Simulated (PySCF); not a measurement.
InH, SMILES [InH] (connectivity only; charge and spin as stated), neutral, multiplicity 1.

Geometry optimised at B3LYP-D3(BJ)/def2-TZVPD. The def2 effective core potentials stand for the cores of In; spin–orbit coupling is left out.

Calculation: PySCF with TDA-PBE/def2-TZVPD.

Vertical excitations; the highest root listed may be one member of a degenerate set.  State labels are in the subgroup C2v.

**Question.** Give excitation energies, oscillator strengths and character. (An estimate is asked for; the answer gives what the named calculation found.)

**Answer.** 
```
state  symmetry  energy (eV)  λ (nm)      f                           main pairs
-----  --------  -----------  ------  -----  -----------------------------------
S1           B2         2.68     462  0.029         HOMO→LUMO+1 (degenerate set)
S2           B1         2.68     462  0.029           HOMO→LUMO (degenerate set)
S3           A1         4.78     259  0.210                     HOMO→LUMO+2 89 %
S4           A1         5.94     209  0.385  HOMO→LUMO+3 76 %, HOMO→LUMO+11 14 %
S5           B1         5.96     208  0.113         HOMO→LUMO+4 (degenerate set)
S6           B2         5.96     208  0.113         HOMO→LUMO+5 (degenerate set)
S7           A2         6.03     206  0.000         HOMO→LUMO+6 (degenerate set)
S8           A1         6.03     206  0.000         HOMO→LUMO+7 (degenerate set)
S9           A1         6.62     187  0.062                     HOMO→LUMO+8 98 %
S10          B1         6.64     187  0.019                     HOMO→LUMO+9 92 %
T1           B1         1.97     630      0           HOMO→LUMO (degenerate set)
T2           B2         1.97     630      0         HOMO→LUMO+1 (degenerate set)
T3           A1         4.35     285      0                     HOMO→LUMO+2 88 %
T4           A1         4.97     250      0                     HOMO→LUMO+3 87 %
```
Triplets are in the Tamm–Dancoff approximation.
